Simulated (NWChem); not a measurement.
SiH2Cl, doublet; SMILES [SiH2]Cl

```xyz
4

Si     0.0760    -1.0421     0.0000
Cl     0.0100     1.0406     0.0000
H     -0.6167    -1.5510     1.2402
H     -0.6167    -1.5510    -1.2402
```
Atoms are numbered in this order, from 1.

Computed with NWChem. Spin-unrestricted. In the optimisation the excess spin sits in a' (Cs, its own frame). Coordinates come from a PBE-D3(BJ)/def2-SVP, spin-unrestricted optimisation. No stability test was run on the SCF state.

Among these, which level gives the highest value of “dipole (D)”?
(A) PBE/pcseg-2
(B) PBE/aug-pcseg-1
(C) PBE/def2-TZVPP
(D) PBE/3-21G

D, PBE/3-21G. Values: PBE/def2-TZVPP 1.08; PBE/aug-pcseg-1 1.18; PBE/pcseg-2 1.32; PBE/3-21G 1.97
